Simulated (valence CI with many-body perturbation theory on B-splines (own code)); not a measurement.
**Bi XLIV: E2, M1 decay**

Computed by relativistic CI+MBPT: four valence electrons over a frozen Dirac-Fock core [Kr], a basis of 7 s, 7 p, 8 d, 6 f, 4 g, 1 h functions for each j, with the one-electron correlation potential Σ1 (screened to all orders), the two-electron term Σ2, the three-electron term Σ3, Breit, model QED; selected single and double excitations, second order for the rest, scaled by the run's own slope (own B-spline code, finite nucleus).

No measured spectrum was set against this ion. As an estimate, large intervals hold to a few tenths of a per cent, small ones and those within an open d or f shell to about a per cent. The list stops below the first excitations out of the core.

Lines 51 to 100 of 113 in falling wavelength, among levels below 1240400 cm⁻¹, chosen from the decays that carry over 1 % of a level's rate. Wavelengths and rates use the calculated energies. Electric multipoles are in the length gauge, E1 and E2 with the static RPA response of the core. S is in atomic units (e²a₀⁴ for E2 and M2, e²a₀⁶ for E3), for M1 in squared Bohr magnetons. Weak lines are less certain than strong ones. Lines between different terms over intervals too small for the method are left out, as are lines whose strength nearly cancels. The highest levels of a list are the least certain.

Levels are named by their leading jj configuration (3d3/2^4 stands for four electrons in 3d with j = 3/2), which in mixed levels can hold well under half, so a name can repeat and another be missing. Letters in brackets count levels of one name in rising energy.

```
λ vac (nm)                      Upper                      Lower  Type   A (s⁻¹)  S (a.u.)
     36.77      (4d3/2^2 4d5/2^2) J=6        (4d3/2^3 4d5/2) J=4    E2  5.08e+01  3.96e-03
     36.75    (4d3/2 4d5/2^3) J=4 [a]  (4d3/2^2 4d5/2^2) J=4 [a]    M1  5.05e+05  8.36e+00
     36.73    (4d3/2 4d5/2^3) J=4 [b]  (4d3/2^2 4d5/2^2) J=4 [c]    M1  1.20e+05  1.99e+00
     36.72  (4d3/2^2 4d5/2^2) J=2 [a]        (4d3/2^3 4d5/2) J=1    M1  4.74e+05  4.36e+00
     36.46  (4d3/2^2 4d5/2^2) J=2 [b]        (4d3/2^3 4d5/2) J=3    M1  1.80e+03  1.62e-02
     36.03  (4d3/2^2 4d5/2^2) J=3 [b]        (4d3/2^3 4d5/2) J=2    M1  6.85e+03  8.32e-02
     35.92    (4d3/2 4d5/2^3) J=3 [b]  (4d3/2^2 4d5/2^2) J=2 [b]    M1  8.32e+04  1.00e+00
     35.91              (4d5/2^4) J=2    (4d3/2 4d5/2^3) J=3 [b]    M1  7.64e+04  6.56e-01
     35.85        (4d3/2 4d5/2^3) J=5      (4d3/2^2 4d5/2^2) J=5    M1  1.08e+05  2.04e+00
     35.81              (4d5/2^4) J=4        (4d3/2 4d5/2^3) J=5    M1  1.26e+05  1.93e+00
     35.80    (4d3/2 4d5/2^3) J=2 [a]  (4d3/2^2 4d5/2^2) J=3 [b]    M1  1.89e+05  1.61e+00
     35.34    (4d3/2 4d5/2^3) J=3 [b]  (4d3/2^2 4d5/2^2) J=4 [b]    M1  6.31e+04  7.23e-01
     35.30        (4d3/2 4d5/2^3) J=6      (4d3/2^2 4d5/2^2) J=5    M1  1.82e+05  3.86e+00
     35.28    (4d3/2 4d5/2^3) J=1 [b]  (4d3/2^2 4d5/2^2) J=2 [c]    M1  1.72e+05  8.38e-01
     35.13    (4d3/2 4d5/2^3) J=3 [c]  (4d3/2^2 4d5/2^2) J=2 [c]    M1  1.23e+05  1.39e+00
     35.00  (4d3/2^2 4d5/2^2) J=3 [b]        (4d3/2^3 4d5/2) J=4    M1  1.71e+05  1.90e+00
     34.95              (4d5/2^4) J=2    (4d3/2 4d5/2^3) J=2 [a]    M1  2.73e+05  2.16e+00
     34.93  (4d3/2^2 4d5/2^2) J=2 [b]        (4d3/2^3 4d5/2) J=2    M1  8.44e+04  6.67e-01
     34.84    (4d3/2 4d5/2^3) J=3 [b]  (4d3/2^2 4d5/2^2) J=3 [b]    M1  1.83e+05  2.01e+00
     34.80    (4d3/2 4d5/2^3) J=3 [a]  (4d3/2^2 4d5/2^2) J=2 [a]    M1  4.58e+05  5.01e+00
     34.50  (4d3/2^2 4d5/2^2) J=4 [b]        (4d3/2^3 4d5/2) J=4    M1  1.60e+03  2.19e-02
     34.27    (4d3/2 4d5/2^3) J=2 [a]      (4d3/2^2 4d5/2^2) J=1    M1  7.60e+04  5.67e-01
     34.09        (4d3/2^3 4d5/2) J=2              (4d3/2^4) J=0    E2  2.82e+02  5.81e-03
     33.25    (4d3/2 4d5/2^3) J=2 [b]  (4d3/2^2 4d5/2^2) J=2 [c]    M1  1.90e+05  1.30e+00
     33.24        (4d3/2 4d5/2^3) J=5  (4d3/2^2 4d5/2^2) J=4 [a]    M1  6.67e+04  1.00e+00
     32.86              (4d5/2^4) J=4    (4d3/2 4d5/2^3) J=3 [a]    M1  3.23e+05  3.82e+00
     32.73    (4d3/2 4d5/2^3) J=1 [a]  (4d3/2^2 4d5/2^2) J=2 [a]    M1  4.04e+05  1.58e+00
     32.57    (4d3/2 4d5/2^3) J=1 [a]  (4d3/2^2 4d5/2^2) J=0 [a]    M1  3.65e+05  1.40e+00
     32.47              (4d5/2^4) J=4    (4d3/2 4d5/2^3) J=4 [a]    M1  5.11e+05  5.84e+00
     31.54              (4d5/2^4) J=0    (4d3/2 4d5/2^3) J=1 [b]    M1  8.84e+05  1.03e+00
     31.23  (4d3/2^2 4d5/2^2) J=2 [c]        (4d3/2^3 4d5/2) J=3    M1  3.11e+05  1.76e+00
     31.17              (4d5/2^4) J=2    (4d3/2 4d5/2^3) J=1 [a]    M1  3.71e+05  2.08e+00
     30.86    (4d3/2 4d5/2^3) J=2 [a]  (4d3/2^2 4d5/2^2) J=3 [a]    M1  1.70e+05  9.25e-01
     30.70        (4d3/2 4d5/2^3) J=0      (4d3/2^2 4d5/2^2) J=1    M1  3.62e+05  3.88e-01
     30.36    (4d3/2 4d5/2^3) J=1 [b]  (4d3/2^2 4d5/2^2) J=2 [b]    M1  1.22e+04  3.80e-02
     30.14    (4d3/2 4d5/2^3) J=3 [b]  (4d3/2^2 4d5/2^2) J=3 [a]    M1  5.06e+04  3.60e-01
     30.11  (4d3/2^2 4d5/2^2) J=2 [c]        (4d3/2^3 4d5/2) J=2    M1  1.04e+05  5.24e-01
     29.83    (4d3/2 4d5/2^3) J=3 [c]  (4d3/2^2 4d5/2^2) J=4 [b]    M1  2.03e+04  1.40e-01
     29.74    (4d3/2 4d5/2^3) J=3 [b]  (4d3/2^2 4d5/2^2) J=4 [a]    M1  5.79e+04  3.95e-01
     29.63  (4d3/2^2 4d5/2^2) J=4 [c]        (4d3/2^3 4d5/2) J=3    M1  1.09e+05  9.45e-01
     29.50              (4d5/2^4) J=2    (4d3/2 4d5/2^3) J=3 [a]    M1  2.67e+05  1.27e+00
     29.26  (4d3/2^2 4d5/2^2) J=2 [b]        (4d3/2^3 4d5/2) J=1    M1  1.47e+04  6.80e-02
     29.06    (4d3/2 4d5/2^3) J=4 [b]  (4d3/2^2 4d5/2^2) J=3 [b]    M1  1.27e+05  1.04e+00
     28.85    (4d3/2 4d5/2^3) J=2 [b]  (4d3/2^2 4d5/2^2) J=2 [b]    M1  1.29e+04  5.74e-02
     28.75    (4d3/2 4d5/2^3) J=3 [b]  (4d3/2^2 4d5/2^2) J=2 [a]    M1  1.17e+04  7.22e-02
     28.53    (4d3/2 4d5/2^3) J=1 [b]      (4d3/2^2 4d5/2^2) J=1    M1  9.04e+04  2.33e-01
     28.14    (4d3/2 4d5/2^3) J=2 [b]  (4d3/2^2 4d5/2^2) J=3 [b]    M1  3.93e+04  1.62e-01
     27.19    (4d3/2 4d5/2^3) J=2 [b]      (4d3/2^2 4d5/2^2) J=1    M1  8.12e+04  3.02e-01
     26.92    (4d3/2 4d5/2^3) J=4 [b]      (4d3/2^2 4d5/2^2) J=5    M1  1.56e+05  1.02e+00
     26.18  (4d3/2^2 4d5/2^2) J=2 [d]        (4d3/2^3 4d5/2) J=3    M1  5.29e+03  1.76e-02
```
